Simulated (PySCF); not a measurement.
C₇H₇NO.
SMILES with atom numbers: `[CH:1]#[C:2][C:3](/[CH:4]=[CH:5]/[CH:6]=[O:7])=[CH:8]/[NH2:9]` (hydrogens: H10 on C1; H11 on C4; H12 on C5; H13 on C6; H14 on C8; H15, H16 on N9)

Method: HF/def2-SV(P) geometry optimisation, gas phase in PySCF.

(1) List the bond lengths, angles and torsions at this level.

## Answers

(1) 
| bond | length (bohr) |
| --- | --- |
| C1≡C2 | 2.257 |
| C2–C3 | 2.726 |
| C3–C4 | 2.755 |
| C4=C5 | 2.527 |
| C5–C6 | 2.789 |
| C6=O7 | 2.249 |
| C3=C8 | 2.566 |
| C8–N9 | 2.547 |
| C1–H10 | 2.012 |
| C4–H11 | 2.047 |
| C5–H12 | 2.046 |
| C6–H13 | 2.084 |
| C8–H14 | 2.045 |
| N9–H15, N9–H16 | 1.885 |

Bonds in one row agree within 0.02 bohr and their mean is given. A selection of angles:
| angle | degrees |
| --- | --- |
| C2–C1–H10 | 179.9 |
| C1–C2–C3 | 179.6 |
| C2–C3–C4 | 119.7 |
| C2–C3–C8 | 118.0 |
| C4–C3–C8 | 122.3 |
| C3–C4–C5 | 127.4 |
| C3–C4–H11 | 117.1 |
| C5–C4–H11 | 115.5 |
| C4–C5–C6 | 120.4 |
| C4–C5–H12 | 121.7 |
| C6–C5–H12 | 117.9 |
| C5–C6–O7 | 125.3 |
| C5–C6–H13 | 115.0 |
| O7–C6–H13 | 119.8 |
| C3–C8–N9 | 128.7 |
| C3–C8–H14 | 117.7 |
| N9–C8–H14 | 113.6 |
| C8–N9–H15 | 119.9 |
| C8–N9–H16 | 122.7 |
| H15–N9–H16 | 117.2 |

Dihedral angles: C2–C3–C4–C5 0° (synperiplanar); C3–C4–C5–C6 180° (antiperiplanar); C4–C5–C6–O7 0° (synperiplanar); C2–C3–C8–N9 180° (antiperiplanar).

The 9 heavy atoms lie in one plane (0.001 Å rms). Of the pairs four or more bonds apart, H11···H16 is among the closest relative to their van der Waals radii: 2.12 Å, 88 % of the sum of Bondi's values. N9 (enamine nitrogen) is planar (angles 122.7°, 119.9° and 117.2°, sum 359.8°, 0.03 Å off the plane of its three neighbours). The 6 C–C bonds span 1.194 Å (C1≡C2, drawn triple) to 1.476 Å (C5–C6, drawn single), a spread of 0.282 Å.

Point group: Cs (every atom within 0.08 Å of its image). Stationary, but not proved a minimum. The numbers are those of one conformer.

Time: 58 s of wall time; peak memory 0.56 GiB. Hardware: Arm Neoverse N1, one thread, no GPU, on a shared host. That covers the optimisation of the geometry.
